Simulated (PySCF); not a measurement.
## Two-dimensional NMR puzzle

Compound of formula C4H9FSi. Correlations simulated from computed shifts and the bond graph:

HSQC (one-bond C–H):
| δH | δC |
| --- | --- |
| 5.28 | 90.5 |
| 2.17 | 30.6 |
| 2.02 | 19.9 |
| 2.00 | 19.9 |
| 1.39 | 12.7 |

COSY cross peaks (H two or three bonds apart, from the bond graph; peaks can be absent where the dihedral angle is near 90°):
| δH | δH |
| --- | --- |
| 5.28 | 2.17 |
| 5.28 | 2.02 |
| 5.28 | 2.00 |
| 4.29 | 4.14 |
| 4.29 | 2.17 |
| 4.29 | 2.02 |
| 4.29 | 2.00 |
| 4.14 | 2.17 |
| 4.14 | 2.02 |
| 4.14 | 2.00 |
| 2.17 | 1.39 |
| 2.02 | 2.00 |

HMBC (two and three bonds, from the bond graph):
| δH | δC |
| --- | --- |
| 5.28 | 30.6, 19.9, 12.7 |
| 4.29 | 90.5, 30.6, 19.9, 12.7 |
| 4.14 | 90.5, 30.6, 19.9, 12.7 |
| 2.17 | 90.5, 19.9, 12.7 |
| 2.02 | 90.5, 30.6 |
| 2.00 | 90.5, 30.6 |
| 1.39 | 90.5, 30.6 |

How the numbers were obtained: geometry: GFN2-xTB, NMR shieldings at PBE0/pcSseg-1/GIAO, in PySCF 2.14 (no solvent model, one conformer, non-relativistic, one averaged value for each set of equivalent atoms).

Chemical shifts δ = σref − σ; TMS for 1H, 13C, all at this level.

Exchangeable hydrogens are left out of these lists.

Work out the connectivity.

Answers

SMILES C1[SiH2][C@@H](C)[C@H]1F.

Mapped SMILES: `[CH3:1][C@@H:2]1[SiH2:3][CH2:4][C@@H:5]1[F:6]`. Hydrogens are named by the atom that carries them. Ha(Si3), Ha(C4) are cis to C1 on the ring; Hb(Si3), Hb(C4) are trans to C1 on the ring.

1. δC 90.5 is C5, an sp3 CH bonded to F (δH 5.28).
2. δC 30.6 is C2, an sp3 CH bonded to Si (δH 2.17).
3. δC 19.9 is C4, an sp3 CH2 bonded to Si (δH 2.02, 2.00).
4. δC 12.7 is C1, a methyl carbon (δH 1.39).
5. COSY links 5.28–2.17, 5.28–2.02, 5.28–2.00, 4.29–4.14, 4.29–2.17, 4.29–2.02.

This is the structure that produced the data.

Shifts are as computed. Against solution values, carbons near 30 ppm lie about +3 ppm off and those near 130 ppm about +5 ppm. Of 1211 compounds with measured shifts, 218 miss one by over three times the rms of a fit or turn the order of signals round; such compounds aren't used in these exercises.
